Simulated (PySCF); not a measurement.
Polarisability and C₆ of Ti⁺ (titanium, charge +1)

[Ar] 3d2 4s1, high-spin 4F determinant. Computed with PySCF 2.14 in aug-cc-pVDZ, with no relativity, point nucleus. Coupled (time-dependent) response in atomic units; α is the mean over directions. A double-zeta set is small for polarisabilities.

```csv
method,mean α (bohr³),C₆ (like pair),S(−4)
UHF,63.84,432.7,3783
PBE,47.18,291.5,1910
PBE0,50.78,319.6,2274
BLYP,43.93,264.3,1645
```

S(−4) is the Cauchy moment in α(ω) = α(0) + S(−4) ω² + …

α(iu) at PBE:

```csv
u (hartree),α(iu) (bohr³)
0,47.18
0.0500,42.88
0.100,33.98
0.200,19.56
0.300,12.35
0.500,6.634
0.750,4.137
1.00,2.991
1.50,1.855
2.00,1.268
3.00,0.6850
5.00,0.2832
```

A single London oscillator, α(iu) = α/(1 + u²/ω²), gives C₆ = (3/4) ω α². Matching the computed C₆ needs ω = 4 × 291.5 / (3 × 47.18²) = 0.175 hartree.

For an ion, C₆ is the dispersion term alone; charge-induced terms of lower order in 1/R come first.
